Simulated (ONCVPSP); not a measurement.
## Before and after: ONCV potential for Mo (Z = 42)

Mo, optimised norm-conserving Vanderbilt (ONCV), made with ONCVPSP 4.0.1 (PBE, scalar-relativistic). Core [Ar] 3d10, reference 4s2 4p6 4d5 5s1. Waves: 4s+5s: rc 2.05 bohr, ncon 4, nbas 8, qcut 5.3 1/bohr, 3 projectors, debl 1.5 Ha; 4p: rc 1.65 bohr, ncon 4, nbas 7, qcut 8.6 1/bohr, 3 projectors, debl 3.4 Ha; 4d: rc 2.15 bohr, ncon 4, nbas 9, qcut 8 1/bohr, 2 projectors, debl 2.7 Ha. Local part: polynomial inside 1.05 bohr (lpopt 5, dvloc0 3 Ha). Core correction: none.

Change: s: rc 1.62.

Cutoffs: the cutoffs (Ha) at which the residual kinetic energy of the hardest occupied pseudo-wave falls to 1 and 0.1 mHa per electron; they do not see the model core or the augmentation charge, which bear on the density cutoff. Errors are all-electron minus pseudo energies relative to the spin-unpolarised reference configuration.

Problem. Predict the effect on cutoff, ghosts and configuration errors.

Solution. The potential gets harder (22 Ha and 28 Ha → 22 Ha and 62 Ha); of the 3 tests that both files solve, the error grows in 0 and shrinks in 3 by more than 15 % and 0.3 meV (median size 2.4 → 1.8 meV); neither file shows a bound ghost. A smaller radius makes the pseudo-wave follow the all-electron one further in, where it bends more sharply, so more plane waves are needed. Less of the atom is replaced, so other configurations are described better.

| quantity | base | changed |
| --- | --- | --- |
| cutoff, loose | 22 Ha | 22 Ha |
| cutoff, tight | 28 Ha | 62 Ha |
| loose cutoff by channel | s 6.0 Ha, p 22 Ha, d 18 Ha | s 15 Ha, p 22 Ha, d 18 Ha |
| bound ghosts | none | none |
| GHOST(+) flags under 300 eV | s at 206.8 eV | none |
| tests with a reliable result | 3 of 4 | 3 of 4 |
| error for 4s2 4p6 4d5 5s0, meV [ΔE 6.89 eV] | -2.4 | -1.8 |
| error for 4s2 4p6 4d4 5s0, meV [ΔE 22.35 eV] | -1.1 | -0.8 |
| error for 4s2 4p6 4d3 5s0, meV [ΔE 49.10 eV] | +5.3 | +4.4 |
| p: phases at 1.68 bohr within 0.05 rad from the reference energy up to (Ha; the scan ends near 5) | to the end of the scan | to the end of the scan |
| d: phases at 2.18 bohr within 0.05 rad from the reference energy up to (Ha; the scan ends near 5) | to the end of the scan | to the end of the scan |
